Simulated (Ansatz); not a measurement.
```yaml
atoms:
  - { symbol: Ti, position_ang: [0.0000, 0.0000, 0.0000] }
  - { symbol: H, position_ang: [0.0000, 0.0000, 1.7770] }
```

Basis set: pcseg-2 (spherical functions). Charge 0, multiplicity 4.

Computed with Ansatz (development build ahead of 0.2.0); each method stands on the lowest determinant of its kind that the runs found. Restricted functionals stand beside restricted open-shell atoms, which can lie above the unrestricted atoms usual in DFT and then raise those values.

(1) Give the atomization energy at this shape (free ground-state atoms in the same class of orbitals less the molecule, no zero-point energy) of quartet TiH by r²SCAN (unrestricted), PBE0 (unrestricted), PBE (restricted open-shell), UHF.

Answers

(1)

| method | atomization energy |
| --- | --- |
| r²SCAN (unrestricted) | 3.01 eV |
| PBE0 (unrestricted) | 2.70 eV |
| PBE (restricted open-shell) | 2.99 eV |
| UHF | 1.75 eV |

Caution for r²SCAN (unrestricted): a free atom is spin contaminated. Caution for PBE (restricted open-shell): no unrestricted run beside it, a lower state can exist.

The shape needn't be a minimum at these levels.
